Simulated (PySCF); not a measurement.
## Dipole polarisabilities along the third row

Calculated with PySCF 2.14 for the ground configurations, without spin-orbit coupling: coupled response for Hartree-Fock and DFT, finite fields for MP2 and CCSD(T), with Mg 1s2; Al [Ne]; Si [Ne]; P [Ne]; S [Ne]; Cl [Ne]; Ar [Ne] frozen. Mean α in bohr³, C₆ of like pairs in atomic units.

```tsv
species	α UHF	α PBE	α PBE0	α MP2	α CCSD(T)	α recommended (Schwerdtfeger and Nagle)	C₆ UHF	C₆ PBE	C₆ PBE0
Mg [Ne] 3s2 (x2c-TZVPPall with one added diffuse shell each of s, p, d type, spin-free X2C)	80.60	73.31	74.46	72.34	72.01	71.2 ± 0.4	753.9	649.6	667.7
Al [Ne] 3s2 3p1 (x2c-TZVPPall with one added diffuse shell each of s, p, d type, spin-free X2C)	61.38	65.54	62.65	59.90	57.85	57.8 ± 1	557.0	584.9	558.8
Si [Ne] 3s2 3p2 (x2c-TZVPPall with one added diffuse shell each of s, p, d type, spin-free X2C)	38.47	41.38	39.68	37.51	36.91	37.3 ± 0.7	316.7	341.2	325.2
P [Ne] 3s2 3p3 (x2c-TZVPPall with one added diffuse shell each of s, p, d type, spin-free X2C)	25.45	27.39	26.35	24.79	24.68	25 ± 1	188.5	204.9	195.5
S [Ne] 3s2 3p4 (x2c-TZVPPall with one added diffuse shell each of s, p, d type, spin-free X2C)	19.03	20.71	19.91	19.19	19.16	19.4 ± 0.1	130.1	144.0	137.1
Cl [Ne] 3s2 3p5 (x2c-TZVPPall with one added diffuse shell each of s, p, d type, spin-free X2C)	14.16	15.45	14.88	14.43	14.44	14.6 ± 0.1	89.20	99.20	94.63
Ar [Ar] (x2c-TZVPPall with one added diffuse shell each of s, p, d type, spin-free X2C)	10.71	11.69	11.28	10.98	10.99	11.083 ± 0.007	62.26	69.35	66.28
```

Hartree-Fock lacks correlation. PBE lies above the recommended values here, as self-interaction makes its density too diffuse. MP2 and CCSD(T) carry the error of the frozen core. All values carry a basis error.
